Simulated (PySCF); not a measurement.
**Assignment exercise: C6H10N2Si**

Geometry:
```tsv
atom	x (Å)	y (Å)	z (Å)
C1	2.419	0.196	-0.651
C2	1.040	0.448	-1.256
C3	-0.012	-0.417	-0.622
N4	-0.055	-1.670	-1.082
N5	-0.900	-2.544	-0.588
C6	-1.728	-2.182	0.384
C7	-1.748	-0.894	0.922
C8	-0.856	0.044	0.412
Si9	-0.812	1.811	1.069
H10	3.185	0.811	-1.145
H11	2.693	-0.862	-0.772
H12	2.434	0.431	0.424
H13	1.061	0.212	-2.331
H14	0.767	1.512	-1.162
H15	-2.405	-2.963	0.744
H16	-2.450	-0.643	1.722
H17	0.559	2.171	1.538
H18	-1.222	2.779	0.008
H19	-1.770	1.893	2.212
```

PySCF 2.14.0 with density-fitted response routines calculation with σ from GIAO-CAM-B3LYP/pcSseg-1 and PBE0-D3(BJ)/def2-SVP geometry; no relativistic terms, isolated molecule, one computed conformer, averaged over atoms made equivalent by symmetry, fast rotation or ring inversion.

δ = σ(ref) − σ, references computed at the same level: ¹³C (σref 182.45), ¹H (σref 31.33) against TMS.

Question: Assign these signals to the numbered atoms. ¹³C{¹H} NMR (computed): δ 178.5, 157.2, 141.8, 133.3, 34.6, 17.4.

Answer: 
| δ (ppm) | atoms | environment | reason |
| --- | --- | --- | --- |
| 178.5 | C3 | substituted aromatic carbon next to a ring nitrogen | – |
| 157.2 | C6 | aromatic CH next to a ring nitrogen | the adjacent pyridine-type nitrogen withdraws density from it |
| 141.8 | C7 | aromatic CH | – |
| 133.3 | C8 | substituted aromatic carbon | – |
| 34.6 | C2 | sp3 CH2 on an aromatic ring | saturated and bonded to C and H only |
| 17.4 | C1 | methyl carbon | aliphatic region, no heteroatom directly attached |

Question: Assign these signals to the numbered atoms. ¹H NMR (300 MHz, computed): δ 9.10 (d, 1H), 7.36 (d, 1H), 4.45 (s, 3H), 2.95 (q, 2H), 1.40 (t, 3H).

Answer: 
9.10 → H15, hydrogen on an aromatic CH next to a ring nitrogen: ring current plus the neighbouring ring nitrogen
7.36 → H16, hydrogen on an aromatic CH: aromatic region
4.45 → H17/H18/H19, hydrogen on a silicon bonded to C
2.95 → H13/H14, hydrogen on an sp3 CH2 on an aromatic ring: benzylic-type position, deshielded by the ring
1.40 → H10/H11/H12, hydrogen on a methyl carbon

Shifts are as computed, not scaled to solution data. Of 1328 compounds with measured shifts, 309 miss one by over three times the rms of a fit or turn the order of signals round; such compounds aren't used in these exercises. Signals without a measured value on file couldn't be tested in this way. Multiplicities follow the n + 1 count of equivalent neighbours, as no J values were calculated; m marks all less simple cases, F and P coupling included.
